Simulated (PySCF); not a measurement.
## Calculated data, CH4ClSi, C2H6OSi

Computed with PySCF 2.14.0. Calculation on a computer-drawn molecule: the log of a Hartree-Fock and frozen-core CCSD(T) single point meant for a local Hartree-Fock minimum, with one planted fault or none, to be diagnosed. Offsets are logged minus clean, where the clean run is the same molecule without the fault. The reference is restricted for singlets and unrestricted otherwise, and also for a bond in bohr or an excited solution. Adding or removing an electron swaps singlet and doublet. The excited solution moves the top pair (singlet) or top alpha electron (doublet) to the lowest empty orbital. Highest occupied and lowest empty are orbital energies over both spins, largest force is the largest gradient component, triples share is (T) over the correlation energy, the T1 limit is 0.02 restricted and 0.045 unrestricted, electrons count all cores, a negative frequency is imaginary (commonest isotopes), and the dipole is about the centre of nuclear charge.

Common to all runs: meant charge 0; meant basis cc-pV(D+d)Z; logged SCF converged yes; logged CC converged yes; logged SCF stable within its kind yes; possible faults no fault, one electron removed, one electron added, multiplicity raised by two, geometry at a saddle point, SCF held on an excited solution, minimal basis STO-3G, one bond length entered in bohr, all coordinates scaled.

(1) 
```xyz
7
formula=CH4ClSi meant_multiplicity=2 logged_electrons=41 logged_basis_functions=27 logged_spin_squared=0.7511 logged_highest_occupied=-7.1924 logged_lowest_empty=5.0171 logged_largest_force=0.026065 logged_T1_diagnostic=0.0063237 logged_D1_diagnostic=0.029067 logged_triples_share=0.0088291 logged_dipole_magnitude=3.3651 logged_energy_HF=-779.94127 logged_energy_CCSD(T)=-780.05759
C     -0.4776     0.8333     0.0186
Si     0.1507     2.5996     0.0352
Cl    -0.2999     3.5142    -1.7837
H      0.0005     0.2549    -0.7743
H     -1.5590     0.8176    -0.1442
H     -0.2637     0.3528     0.9773
H     -0.4935     3.4024     1.0993
```

Units: logged_highest_occupied, logged_lowest_empty in eV; logged_largest_force in hartree/bohr; logged_dipole_magnitude in debye; logged_energy_HF, logged_energy_CCSD(T) in hartree.

Drawn bonds:
```
atom  other atom  order
   1           2      1
   2           3      1
   1           4      1
   1           5      1
   1           6      1
   2           7      1
```

(2) 
```xyz
10
formula=C2H6OSi meant_multiplicity=1 logged_electrons=40 logged_basis_functions=95 logged_spin_squared=0 logged_highest_occupied=-11.116 logged_lowest_empty=2.9303 logged_largest_force=9.319e-06 logged_lowest_frequency=54.152 logged_T1_diagnostic=0.016766 logged_D1_diagnostic=0.06378 logged_triples_share=0.029261 logged_dipole_magnitude=4.9173 logged_energy_HF=-443.05416 logged_energy_CCSD(T)=-443.68315
C     -0.8700    -0.7134     0.7659
Si    -1.7783     0.9089     0.7716
C     -1.5041     1.8638    -0.8000
O     -2.6310     1.3903     1.9090
H     -1.0617    -1.2685     1.6843
H     -1.1766    -1.3220    -0.0906
H      0.2076    -0.5456     0.6702
H     -1.8649     1.2912    -1.6606
H     -0.4360     2.0425    -0.9594
H     -2.0247     2.8210    -0.7682
```

Units: logged_highest_occupied, logged_lowest_empty in eV; logged_largest_force in hartree/bohr; logged_lowest_frequency in cm⁻¹; logged_dipole_magnitude in debye; logged_energy_HF, logged_energy_CCSD(T) in hartree.

Drawn bonds:
```
atom  other atom  order
   1           2      1
   2           3      1
   2           4      2
   1           5      1
   1           6      1
   1           7      1
   3           8      1
   3           9      1
   3          10      1
```

Questions
1. Which fault was planted in the run of CH4ClSi (entry 1)?
2. Which fault was planted in the run of C2H6OSi (entry 2)?

Calculated values
1. minimal basis STO-3G
2. no fault

Further results for CH4ClSi (entry 1):

| Property | Result |
| --- | --- |
| HF energy offset from clean run | 5472 kcal/mol |
| CCSD(T) energy offset from clean run | 5662 kcal/mol |

Further results for C2H6OSi (entry 2):

| Quantity | Value |
| --- | --- |
| HF energy offset from clean run | 0 kcal/mol |
| CCSD(T) energy offset from clean run | 0 kcal/mol |
